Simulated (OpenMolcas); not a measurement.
Rh3+ (d6) among equal point charges was computed by CASSCF with the d shell active (OpenMolcas, ANO-RCC-VDZP on the metal). Its lowest spin-free states, and all those of the highest spin:

```csv
2S+1,Degeneracy,E (cm-1)
5,2,0.0
5,3,2190
3,3,18412
3,2,19286
3,3,20346
3,3,20583
3,3,22106
3,1,22300
3,3,23096
3,1,23761
3,3,24585
3,2,24683
```

Task: Is the site octahedral, tetrahedral or cube-like, axial, or of lower symmetry?

Result: The states with 2S+1 = 5 have orbital degeneracies 2, 3. Threefold states need a cubic site. For d6 at this spin an octahedron puts the threefold T2 below the twofold E and a tetrahedron or cube puts the twofold E below the threefold T2, so the site is a tetrahedron or a cube, which this pattern cannot tell apart. The first gap at this spin, 2190 cm-1, is |10Dq| in ligand-field theory. The run had Rh3+ among 4 point charges of -2 e arranged as a tetrahedron (Td), 2.22 Å from the ion.

An orbital doublet at a regular site is open to a Jahn-Teller distortion, which this geometry leaves out. Without dynamic correlation the repulsion within the d shell is too large (B by tens of per cent), so at a given field states of lower spin stand too high. Point charges give a weaker field than real ligands, and real ions of this kind are as a rule low spin; the high spin found here belongs to the model. The ground term spreads over less than 5000 cm-1, several times less than with real ligands, so orbital moments are less quenched and χT lies further from the spin-only value than at real sites. This is an electrostatic model: the charges have no orbitals. No measured value stands beside these numbers.
